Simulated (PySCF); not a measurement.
These 4 structures share the formula C6H14N2. Theory: PBE0-D3(BJ)/def2-SVP geometry optimisation, gas phase in PySCF 2.14.0. Energies are electronic, without zero-point or thermal terms, for one conformer each. No frequencies were run at this level. Point groups hold within 0.08 Å.

Task: Rank from lowest to highest electronic energy at this level (kcal/mol).
A. `[NH2:1][CH2:2][CH2:3][CH2:4][NH:5][CH:6]1[CH2:7][CH2:8]1` with H–N1–C2–C3 179° and -64°, N1–C2–C3–C4 -177°, C2–C3–C4–N5 178°, C3–C4–N5–C6 67°, C4–N5–C6–C7 -157°
B. `[CH2:1]=[CH:2][CH2:3][N:4]([CH3:5])[N:6]([CH3:7])[CH3:8]` with C1–C2–C3–N4 -128°, C2–C3–N4–C5 71°, C3–N4–N6–C7 -50°
C. `[CH3:1]/[N:2]=[CH:3]\[CH2:4][CH2:5][CH2:6][NH:7][CH3:8]` with N2–C3–C4–C5 180°, C3–C4–C5–C6 -178°, C4–C5–C6–N7 -178°, C5–C6–N7–C8 179°
D. `[CH2:1]=[CH:2][N:3]([CH3:4])[N:5]([CH3:6])[CH2:7][CH3:8]` with C1–C2–N3–C4 -6°, C2–N3–N5–C6 95°, N3–N5–C7–C8 56°

Result: C (0.0), A (3.1), D (15.1), B (25.7).

As drawn, the lowest has a C=N bond and an N–H bond, which the highest lacks; the highest has an N–N linkage and a C=C bond outside aromatic rings, which the lowest lacks.

| SMILES | E (Eh) | E rel (kcal/mol) | dipole (D) | point group | A, B, C (MHz) |
| --- | --- | --- | --- | --- | --- |
| C/N=C\CCCNC | -345.88080 | 0.0 | 2.49 | – | 8578, 592.9, 565.1 |
| NCCCNC1CC1 | -345.87588 | 3.1 | 1.23 | C1 | 4691, 845.4, 753.5 |
| C=CN(C)N(C)CC | -345.85681 | 15.1 | 1.96 | C1 | 2800, 1452, 1254 |
| C=CCN(C)N(C)C | -345.83980 | 25.7 | 0.79 | C1 | 3608, 1157, 1089 |

Task: As an exercise, what shares would exp(−E/RT) give at 2000 K from these electronic energies alone (no entropy, no degeneracies)?

Result: RT = 3.974 kcal/mol: C/N=C\CCCNC 67.4 %, NCCCNC1CC1 31.0 %, C=CN(C)N(C)CC 1.5 %, C=CCN(C)N(C)C 0.1 %.
